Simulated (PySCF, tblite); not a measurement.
C3H3ClF2O.
Z-matrix (Å and degrees, GFN2-xTB geometry), rows numbered from 1:
```
C 
C   1  1.5197
F   2  1.3577  1  110.69
F   2  1.3568  1  110.69  3   116.63
C   2  1.5371  1  110.87  3  -122.86
O   5  1.1817  2  125.83  1   -96.65
Cl  5  1.7436  2  111.37  1    80.15
H   1  1.0864  2  109.45  3    60.22
H   1  1.0866  2  109.49  3  -178.94
H   1  1.0881  2  108.62  3   -59.43
```

Method: CAM-B3LYP/def2-SVPD in PySCF (dipole) on a GFN2-xTB geometry, gas phase.

Masses are those of the commonest isotopes; rigid-rotor values at the optimised geometry. The values belong to one conformer with, in the numbering `[CH3:1][C:2]([F:3])([F:4])[C:5](=[O:6])[Cl:7]`, C1–C2–C5–O6 -97°.

Q: What are A, B and C (GHz)?

A: Ia = 158.70, Ib = 285.98, Ic = 342.15 u·Å²; 505379 MHz·u·Å²/I gives 3184, 1767 and 1477 MHz, that is A = 3.1844, B = 1.7672, C = 1.4771 GHz.

Q: What kind of rotor is it?

A: An asymmetric top. Ray's parameter κ = (2B − A − C)/(A − C) = -0.660; −1 is the prolate and +1 the oblate limit.

Q: What does the inertial defect say?

A: Not planar: Δ = Ic − Ia − Ib = -102.54 u·Å². For a rigid frame Δ = −2 Σ m c², so Σ m c² = 51.27 u·Å² lies off the ab plane: 9.87 from hydrogen and 41.40 from heavier atoms. The atom farthest from that plane is 2.11 Å away.

Q: Give the other two planar moments, Paa and Pbb, and the rms extents of the mass along the axes.

A: Paa = Σ m a² = (Ib + Ic − Ia)/2 = 234.71 and Pbb = Σ m b² = (Ia + Ic − Ib)/2 = 107.43 u·Å². With the mass M = 127.98 u, the rms extents √(P/M) along a, b and c are 1.35, 0.92, 0.63 Å.

Q: Give the coordinates in the principal-axis frame, origin at the centre of mass.

A: The sense of each axis is arbitrary; atoms in the order of the calculation.
```
atom  mass (u)   a (Å)   b (Å)   c (Å)
  C1    12.000  -1.176  -0.599   1.456
  C2    12.000  -0.862  -0.142   0.042
  F3    18.998  -0.814  -1.201  -0.806
  F4    18.998  -1.849   0.659  -0.434
  C5    12.000   0.462   0.638   0.000
  O6    15.995   0.573   1.814   0.029
 Cl7    34.969   1.834  -0.439  -0.008
  H8     1.008  -0.402  -1.282   1.796
  H9     1.008  -1.228   0.265   2.113
 H10     1.008  -2.137  -1.110   1.451
```

Q: Which types of transition are allowed, and where do some lines up to J = 2 fall?

A: The dipole components are |μa| = 0.37 D, |μb| = 1.60 D, |μc| = 2.11 D. The squared components, which scale the intensities, stand as 0.03 : 0.58 : 1.00 (a : b : c). Some lines, for components of 0.1 D or more:

| type | branch | J(Ka,Kc) | MHz | lower level (cm⁻¹) |
| --- | --- | --- | --- | --- |
| a | Q | 2(1,1) ← 2(1,2) | 870 | 0.362 |
| c | Q | 2(1,2) ← 2(0,2) | 1167 | 0.323 |
| c | Q | 1(1,1) ← 1(0,1) | 1417 | 0.108 |
| b | Q | 1(1,0) ← 1(0,1) | 1707 | 0.108 |
| b | Q | 2(1,1) ← 2(0,2) | 2038 | 0.323 |
| a | R | 1(0,1) ← 0(0,0) | 3244 | 0.000 |
| c | Q | 2(2,1) ← 2(1,1) | 4252 | 0.391 |
| b | Q | 2(2,0) ← 2(1,1) | 4292 | 0.391 |
| b | R | 1(1,1) ← 0(0,0) | 4662 | 0.000 |
| c | R | 1(1,0) ← 0(0,0) | 4952 | 0.000 |
| b | R | 2(0,2) ← 1(1,1) | 5031 | 0.155 |
| b | Q | 2(2,1) ← 2(1,2) | 5122 | 0.362 |
| a | R | 2(1,2) ← 1(1,1) | 6198 | 0.155 |
| a | R | 2(0,2) ← 1(0,1) | 6448 | 0.108 |
| a | R | 2(1,1) ← 1(1,0) | 6779 | 0.165 |
| b | R | 2(1,2) ← 1(0,1) | 7616 | 0.108 |
| c | R | 2(1,1) ← 1(0,1) | 8486 | 0.108 |
| b | R | 2(2,1) ← 1(1,0) | 11030 | 0.165 |
| c | R | 2(2,0) ← 1(1,0) | 11071 | 0.165 |
| c | R | 2(2,1) ← 1(1,1) | 11320 | 0.155 |
| b | R | 2(2,0) ← 1(1,1) | 11361 | 0.155 |

Q: Estimate the classical rotational partition function at 25 K, 50 K and 100 K.

A: Point group C1, symmetry number σ = 1; q = (√π/σ)·√((kT/h)³/(ABC)), k/h = 20836.6 MHz/K: 7310 at 25 K, 20700 at 50 K, 58500 at 100 K.

Its GFN2-xTB frequencies are all real (lowest 35 cm⁻¹). No vibrational averaging or centrifugal distortion is included, and the geometry carries the error of its method. A rigid rotor knows nothing of internal rotation, which can split or shift real lines. Quadrupole hyperfine structure (35Cl) is left out.
